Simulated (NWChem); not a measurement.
CH$_{3}$BrOSi, singlet; SMILES O(C)[Si]Br

```xyz
7

Si     1.2166    -0.6098    -0.0006
Br    -0.1633     1.2306     0.0006
O      0.1485    -1.8599    -0.0001
C     -1.2411    -2.0660     0.0016
H     -1.7909    -1.1110    -0.0021
H     -1.5221    -2.6500    -0.8882
H     -1.5213    -2.6423     0.8967
```
Atoms are numbered in this order, from 1.

Computed with NWChem. Low-valent species are run as closed-shell singlets; no triplet was tried in these runs. Coordinates come from a PBE0/def2-SVP optimisation. Level: PBE0/def2-SVP with SMD (1 M gas to 1 M solution), gas-phase geometry. Reactions with the solvent are ignored.

Predict the results for solvent n-hexane. Quantities: solvation free energy (kcal/mol); cavity-dispersion-structure term (kcal/mol); dipole in solution (D).

The solvation free energy (kcal/mol) is -3.3. The cavity-dispersion-structure term (kcal/mol) is -2.4 and the dipole in solution (D) is 2.12.
